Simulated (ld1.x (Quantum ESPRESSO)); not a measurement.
What the settings do to the RRKJ potential of S (Z = 16)

Base potential:

| Item | Value |
| --- | --- |
| Element | S |
| Generator | ld1.x (Quantum ESPRESSO) 7.5 |
| Type | norm-conserving RRKJ (Kleinman–Bylander form) |
| Functional | PBE |
| Relativity | non-relativistic |
| Frozen core | [He] |
| Valence charge | 14 |
| Reference configuration | 2s2 2p6 3s2 3p1 (charge +3) |
| Partial waves | 2p (bound): rc 0.80 bohr; 2s (bound): rc 0.65 bohr |
| Local potential | the s channel |
| Core correction | a·sin(br)/r model core, default radius (core density twice the valence density) |
| rho0 | 0.01 |

Occupied shells without a wave of their own: 3p, 3s. They enter only through the test configuration that unscreens the potential, and ld1.x also counts them in the model core charge.

Cutoffs, loose and tight: the cutoffs (Ry, on a coarse ladder) from which the occupation-weighted sum of valence levels, in a spherical-Bessel basis at the reference potential, stays within 10 and 1 mRy of its value at 400 Ry. They do not see the model core or the augmentation charge, which bear on the density cutoff. Test errors are all-electron minus pseudo excitation energies from the reference, over the configurations 2s2 2p6 3s2 3p4; 2s2 2p6 3s2 3p3; 2s2 2p6 3s2 3p2; 2s1 2p6 3s2 3p4; 2s2 2p6 3s0 3p6; 2s2 2p6 3s1 3p5; 2s2 2p6 3s2 3p0. A dash means not determined; rows that change the core or the reference have their own tests.

With those shells counted twice in exchange and correlation these files are broken, and their errors move erratically; no question is asked of them.

Cutoffs are not given where the Bessel-basis levels miss the radial ones by over 6 mRy, ghosts where they miss by over 20 mRy; a channel whose overlap is not positive is not tested.

| change | outcome | cutoff, loose | cutoff, tight | bound ghosts | largest test error (meV) |
| --- | --- | --- | --- | --- | --- |
| base | generated, misses its reference levels by 0.84 eV | 300 Ry | over 300 Ry | none | -4042 |
| wave 2p (bound): rc 0.80 bohr becomes 2p (bound): rc 0.50 bohr | generated, misses its reference levels by 0.84 eV | – | – | not determined | -1699 |
| wave 2p (bound): rc 0.80 bohr becomes 2p (bound): rc 0.62 bohr | generated, misses its reference levels by 0.84 eV | over 300 Ry | over 300 Ry | none | -2203 |
| wave 2p (bound): rc 0.80 bohr becomes 2p (bound): rc 0.74 bohr | generated, misses its reference levels by 0.84 eV | 300 Ry | over 300 Ry | none | -3261 |
| wave 2p (bound): rc 0.80 bohr becomes 2p (bound): rc 0.82 bohr | generated, misses its reference levels by 0.84 eV | 260 Ry | over 300 Ry | none | -4362 |
| wave 2p (bound): rc 0.80 bohr becomes 2p (bound): rc 0.92 bohr | generated, misses its reference levels by 1.25 eV | 230 Ry | over 300 Ry | none | -6515 |
| wave 2p (bound): rc 0.80 bohr becomes 2p (bound): rc 0.98 bohr | generated, misses its reference levels by 1.59 eV | 230 Ry | over 300 Ry | none | -7671 |
| wave 2p (bound): rc 0.80 bohr becomes 2p (bound): rc 1.12 bohr | generated, misses its reference levels by 2.70 eV | 200 Ry | over 300 Ry | none | -11441 |
| wave 2p (bound): rc 0.80 bohr becomes 2p (bound): rc 1.22 bohr | generated, misses its reference levels by 3.87 eV | 200 Ry | over 300 Ry | none | -15518 |

Reading the sweep of the p radius (base included, trends over the rows without a ghost): The loose cutoff falls from 300 Ry at 0.74 to 200 Ry at 1.22 bohr. A larger radius leaves more room for a smooth pseudo-wave, so fewer plane waves are needed; a smaller one forces it to follow the all-electron wave where it bends sharply. The median size of the test errors (rows with all tests solved) rises from 960.9 meV at 0.62 to 7675.7 meV at 1.22 bohr. More of the atom is replaced by a form fitted at one configuration, so other configurations suffer as the radius grows.
